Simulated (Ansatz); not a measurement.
Stepwise reaction of `C=C[SiH](O)[SiH2]O` with hydrogen, as a gas-phase model of exchange steps in deposition or etching. ΔE in kJ/mol.

Computed with Ansatz on PBE0-D4/def2-TZVP structures; ΔE is electronic, products minus reactants. CCSD(T)/CBS adds triple-zeta CCSD(T) − MP2 to the extrapolated MP2 energy (def2 sets, frozen cores). This one scheme is used for every species. DFT in def2-TZVPP. B3LYP here is the variant with VWN-RPA as its local correlation; programs differ in this. Each species was taken in one conformer, which may not be the lowest.

```tsv
step	reaction	PBE-D4	B3LYP-D4	ωB97M-V	CCSD(T)/CBS
1	`C=C[SiH](O)[SiH2]O` + H₂ → `C=C[SiH2][SiH2]O` + H₂O	57.5	64.9	64.2	60.9
```

**Question.** Give the row of step 2, `C=C[SiH2][SiH2]O` + H₂ → `C=C[SiH2][SiH3]` + H₂O. (Estimate.)

**Answer.** Ansatz gave: 
| step | reaction | PBE-D4 | B3LYP-D4 | ωB97M-V | CCSD(T)/CBS |
| --- | --- | --- | --- | --- | --- |
| 2 | `C=C[SiH2][SiH2]O` + H₂ → `C=C[SiH2][SiH3]` + H₂O | 50.7 | 58.4 | 57.3 | 55.0 |

**Question.** By hand: ΔE of the 2 steps together at CCSD(T)/CBS.

**Answer.** (60.9) + (55.0) = 115.9 kJ/mol, or 58.0 kJ/mol a step.

In ΔE each step is lower than the one before. All are uphill at CCSD(T)/CBS. PBE-D4 differs from CCSD(T)/CBS by -4.3 to -3.4 kJ/mol a step. Isolated molecules leave out the surface, adducts and barriers. Largest T1 diagnostic: 0.013.
